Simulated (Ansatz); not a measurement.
Two isomers of C3H8OSi: A = `C[SiH]1CCO1`, B = `C1C[SiH2]CO1`.

Isolated molecules relaxed with PBE0-D4/def2-TZVP in Ansatz; ΔE leaves out vibrations. CCSD(T)/CBS adds triple-zeta CCSD(T) − MP2 to the extrapolated MP2 energy (def2 sets, frozen cores). Functionals use def2-TZVPP. B3LYP here is the variant with VWN-RPA as its local correlation; programs differ in this.

(1) Which isomer does CCSD(T)/CBS put lower? Give the gap. (An estimate is asked.)

(2) Give E(B) − E(A) in kcal/mol with r2SCAN-D4, PBE0-D4, CCSD(T)/def2-TZVPP, B3LYP, HF/def2-TZVPP, B3LYP-D4, B2PLYP. (Estimate.)

Largest T1 diagnostic: 0.012.

## Answers

(1) Computed: A, by 31.0 kcal/mol.

(2) The calculation gave: r2SCAN-D4 30.6, PBE0-D4 29.2, CCSD(T)/def2-TZVPP 30.5, B3LYP 30.5, HF/def2-TZVPP 32.1, B3LYP-D4 29.8, B2PLYP 31.2. None reverses the order clearly.

From PBE to PBE0 (25 % exact exchange), in def2-TZVPP and without D4, E(B) − E(A) moves by +1.0 kcal/mol.
